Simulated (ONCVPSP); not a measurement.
## lutetium: one change to an ONCV potential, before and after

```json
{"Element": "lutetium (Lu)", "Generator": "ONCVPSP 4.0.1", "Type": "optimised norm-conserving Vanderbilt (ONCV)", "Functional": "PBE", "Relativity": "fully relativistic", "Frozen core": "[Kr] 4d10", "Valence charge": "25", "Reference configuration": "4f13.5 5s2 5p6 5d1.5 6s2", "Partial waves": "5s+6s: rc 2.00 bohr, ncon 4, nbas 9, qcut 6 1/bohr, 3 projectors, debl 4 Ha; 5p: rc 1.60 bohr, ncon 3, nbas 7, qcut 8 1/bohr, 1 projector; 5d: rc 2.05 bohr, ncon 4, nbas 7, qcut 5.4 1/bohr, 1 projector; 4f: rc 1.15 bohr, ncon 4, nbas 9, qcut 13.3 1/bohr, 2 projectors, debl 3 Ha", "Local potential": "polynomial inside 0.85 bohr (lpopt 5, dvloc0 0 Ha)", "Core correction": "none"}
```

Open shells are filled in proportion to 2j + 1.

All-electron outer shells of the reference configuration (PBE, scalar-relativistic, ld1.x):

| shell | level (eV) | outermost node (bohr) | outermost maximum (bohr) |
| --- | --- | --- | --- |
| 4d | -195.90 | 0.23 | 0.48 |
| 5s | -63.14 | 0.57 | 1.04 |
| 5p | -33.30 | 0.61 | 1.19 |
| 4f | -13.13 | – | 0.47 |
| 6s | -4.86 | 1.40 | 3.00 |
| 5d | -2.28 | 0.68 | 1.75 |

Change: s: rc 1.94.

Cutoffs: the cutoffs (Ha) at which the residual kinetic energy of the hardest occupied pseudo-wave falls to 1 and 0.1 mHa per electron; they do not see the model core or the augmentation charge, which bear on the density cutoff. Errors are all-electron minus pseudo energies relative to the spin-unpolarised reference configuration.

Problem. What does the change do?

Solution. The potential gets neither clearly harder nor softer (86 Ha and 239 Ha → 86 Ha and 239 Ha); both files keep a bound ghost (p, s); of the 4 tests that both files solve, the error grows in 0 and shrinks in 4 by more than 15 % and 0.3 meV (median size 232.8 → 37.4 meV). Less of the atom is replaced, so other configurations are described better.

| quantity | base | changed |
| --- | --- | --- |
| cutoff, loose | 86 Ha | 86 Ha |
| cutoff, tight | 239 Ha | 239 Ha |
| loose cutoff by channel | s 12 Ha, p 22 Ha, d 11 Ha, f 86 Ha | s 13 Ha, p 22 Ha, d 11 Ha, f 86 Ha |
| bound ghosts | s, p3/2, p1/2 | s, p3/2, p1/2 |
| GHOST(+) flags under 300 eV | none | none |
| error for 4f14 5s2 5p6 5d1 6s2, meV [ΔE -4.64 eV] | +228 | +30 |
| error for 4f14 5s2 5p6 5d1 6s1, meV [ΔE 2.72 eV] | +238 | +45 |
| error for 4f14 5s2 5p6 5d1 6s0, meV [ΔE 16.00 eV] | +253 | +65 |
| error for 4f14 5s2 5p6 5d0 6s2, meV [ΔE 0.62 eV] | +226 | +12 |
| p3/2: phases at 1.62 bohr within 0.05 rad from the reference energy up to (Ha; the scan ends near 5) | 3.9 | 3.9 |
| p1/2: phases at 1.62 bohr within 0.05 rad from the reference energy up to (Ha; the scan ends near 5) | -1.0 | -1.0 |
| d5/2: phases at 2.08 bohr within 0.05 rad from the reference energy up to (Ha; the scan ends near 5) | 1.8 | 1.8 |
| d3/2: phases at 2.08 bohr within 0.05 rad from the reference energy up to (Ha; the scan ends near 5) | 1.8 | 1.8 |
| f7/2: phases at 1.17 bohr within 0.05 rad from the reference energy up to (Ha; the scan ends near 5) | to the end of the scan | to the end of the scan |
| f5/2: phases at 1.17 bohr within 0.05 rad from the reference energy up to (Ha; the scan ends near 5) | to the end of the scan | to the end of the scan |

 A true bound ghost makes a file unfit for plane-wave use even where its test errors are small: the radial tests pick states by their node count and pass the ghost by.
